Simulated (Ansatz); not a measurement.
Born–Oppenheimer molecular dynamics of C2H6F2Ge (11 atoms, charge 0, multiplicity 1). It starts from a relaxed structure.

These are results of RHF/def2-SVP (Ansatz 0.2.0), not measurements.

- ensemble: NVT, Langevin thermostat
- time step: 1 fs
- steps asked: 500
- set temperature: 2000 K
- friction: 0.001 /fs
- seed: 751163

First frame:

```xyz
11
Properties=species:S:1:pos:R:3
Ge 0.110 -0.190 0.010
F 0.271 -0.434 1.708
C 1.872 0.105 -0.719
H 2.495 -0.780 -0.582
H 1.813 0.330 -1.785
H 2.342 0.946 -0.209
F -0.765 1.290 -0.095
C -1.010 -1.595 -0.692
H -1.952 -1.619 -0.143
H -1.224 -1.423 -1.747
H -0.519 -2.564 -0.587
```

(1) How far do the bonds stretch over the last three quarters of this one trajectory? (Pairs bonded in most of those frames.)

## Answers

(1) 
```
  bond  mean (Å)  spread (Å)  shortest  longest
Ge1–F2     1.745       0.073      1.63     1.86
Ge1–C3     1.956       0.089      1.79     2.17
Ge1–F7     1.734       0.041      1.65     1.81
Ge1–C8     1.958       0.062      1.86     2.10
 C3–H4     1.105       0.048      0.99     1.22
 C3–H5     1.107       0.055      0.96     1.26
 C3–H6     1.101       0.037      1.01     1.20
 C8–H9     1.102       0.047      1.00     1.21
C8–H10     1.107       0.063      0.98     1.25
C8–H11     1.106       0.061      0.97     1.25
```

Mean temperature of the second half: 1284 K. The mean temperature of the second half is 36 % below the set value. A run of 0.5 ps of so small a system gives no equilibrium averages.

The run took 9.1 min on 4 threads of Arm Neoverse V1, on a shared host, peak memory 0.28 GiB.
